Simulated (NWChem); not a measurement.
System: AlH₃O₃; SMILES [OH][Al]([OH])[OH]

NWChem input:

```
start job
memory heap 200 mb stack 900 mb global 1100 mb
geometry units angstroms noautosym nocenter noautoz
  Al     0.000000     0.000000     0.000000
  O     -1.471187     0.842905     0.000000
  H     -1.533537     1.798950     0.000000
  O      1.465571     0.852633     0.000000
  H      2.324705     0.428607     0.000000
  O      0.005616    -1.695538     0.000000
  H     -0.791168    -2.227557     0.000000
end
basis spherical
  Al library cc-pvdz
  O library cc-pvdz
  H library cc-pvdz
end
dft
  xc xpbe96 cpbe96
  iterations 150
end
property
  shielding 3 1 2 3
end
task dft property
```

Output (shortened):

```
             Northwest Computational Chemistry Package (NWChem) 7.3.0
             --------------------------------------------------------

                             Geometry "geometry" -> ""
                             -------------------------

 Output coordinates in angstroms (scale by  1.889725989 to convert to a.u.)

  No.       Tag          Charge          X              Y              Z
 ---- ---------------- ---------- -------------- -------------- --------------
    1 Al                  13.0000     0.00000000     0.00000000     0.00000000
    2 O                    8.0000    -1.47118700     0.84290500     0.00000000
    3 H                    1.0000    -1.53353700     1.79895000     0.00000000
    4 O                    8.0000     1.46557100     0.85263300     0.00000000
    5 H                    1.0000     2.32470500     0.42860700     0.00000000
    6 O                    8.0000     0.00561600    -1.69553800     0.00000000
    7 H                    1.0000    -0.79116800    -2.22755700     0.00000000

 Effective nuclear repulsion energy (a.u.)     161.7097989041

  pbe96 is a nonlocal functional; adding pw91lda local functional.
                              NWChem Property Module
                              ----------------------

  itol2e modified to match energy
  convergence criterion.

                                 NWChem DFT Module
                                 -----------------

 Summary of "ao basis" -> "ao basis" (spherical)
 ------------------------------------------------------------------------------
       Tag                 Description            Shells   Functions and Types
 ---------------- ------------------------------  ------  ---------------------
 Al                         cc-pvdz                  8       18   4s3p1d
 O                          cc-pvdz                  6       14   3s2p1d
 H                          cc-pvdz                  3        5   2s1p

  itol2e modified to match energy
  convergence criterion.

            General Information
            -------------------
          SCF calculation type: DFT
          Wavefunction type:  closed shell.
          No. of atoms     :     7
          No. of electrons :    40
           Alpha electrons :    20
            Beta electrons :    20
          Charge           :     0
          Spin multiplicity:     1
          Use of symmetry is: off; symmetry adaption is: off
          Maximum number of iterations: 150
          AO basis - number of functions:    75
                     number of shells:    35
          Convergence on energy requested:  1.00D-07
          Convergence on density requested:  1.00D-05
          Convergence on gradient requested:  5.00D-04

[...]

          -----------------------------------------
          Chemical Shielding Tensors (GIAO, in ppm)
          -----------------------------------------

                                NWChem CPHF Module
                                ------------------

  scftype          =     RHF
  nclosed          =       20
  nopen            =        0
  variables        =     1100
  # of vectors     =        3
  tolerance        = 0.10D-03
  level shift      = 0.00D+00
  max iterations   =       50
  max subspace     =       30

 SCF residual:    4.6352891603600746E-004

Iterative solution of linear equations
  No. of variables     1100
  No. of equations        3
  Maximum subspace       30
        Iterations       50
       Convergence  1.0D-04

   iter   nsub   residual    time
   ----  ------  --------  ---------
     1      3    8.62D-05      24.1

      Atom:    1  Al
        Diamagnetic
    801.9613     -0.0000      0.0000
     -0.0000    801.9613     -0.0000
      0.0000     -0.0000    799.7531

        Paramagnetic
   -272.9707     -0.0004      0.0000
     -0.0004   -272.9704     -0.0000
      0.0000     -0.0000   -344.3701

        Total Shielding Tensor
    528.9906     -0.0004      0.0000
     -0.0004    528.9910     -0.0000
      0.0000     -0.0000    455.3830

           isotropic =     504.4549
          anisotropy =      36.8045

          Principal Components and Axis System
                 1           2           3
              528.9912    528.9904    455.3830

      1        -0.5244      0.8515     -0.0000
      2         0.8515      0.5244      0.0000
      3        -0.0000      0.0000      1.0000

      Atom:    2  O
        Diamagnetic
    385.3010    -18.3464      0.0000
    -18.3464    396.5425     -0.0000
      0.0000     -0.0000    362.1171

        Paramagnetic
    -42.8034    -12.5949     -0.0000
    -12.5949    -75.7198      0.0000
     -0.0000      0.0000    -44.5159

        Total Shielding Tensor
    342.4977    -30.9413     -0.0000
    -30.9413    320.8227      0.0000
     -0.0000      0.0000    317.6012

           isotropic =     326.9738
          anisotropy =      56.2060

          Principal Components and Axis System
                 1           2           3
              364.4445    317.6012    298.8758

      1         0.8156      0.0000      0.5785
      2        -0.5785      0.0000      0.8156
      3        -0.0000      1.0000     -0.0000

      Atom:    3  H
        Diamagnetic
     26.4909     -7.0588      0.0000
     -7.0588     45.2357     -0.0000
      0.0000     -0.0000     21.3105

        Paramagnetic
      0.1161      1.5900     -0.0000
      1.5900     -2.7424      0.0000
     -0.0000      0.0000      1.4423

        Total Shielding Tensor
     26.6070     -5.4688     -0.0000
     -5.4688     42.4934      0.0000
     -0.0000      0.0000     22.7528

           isotropic =      30.6177
          anisotropy =      20.3643

          Principal Components and Axis System
                 1           2           3
               44.1939     24.9064     22.7528

      1        -0.2969      0.9549      0.0000
      2         0.9549      0.2969      0.0000
      3         0.0000     -0.0000      1.0000
```

Level: PBE/cc-pVDZ, GIAO. Coordinates come from a PBE0/def2-SVP optimisation. The printed shielding anisotropy is the first printed principal value minus the mean of the other two.
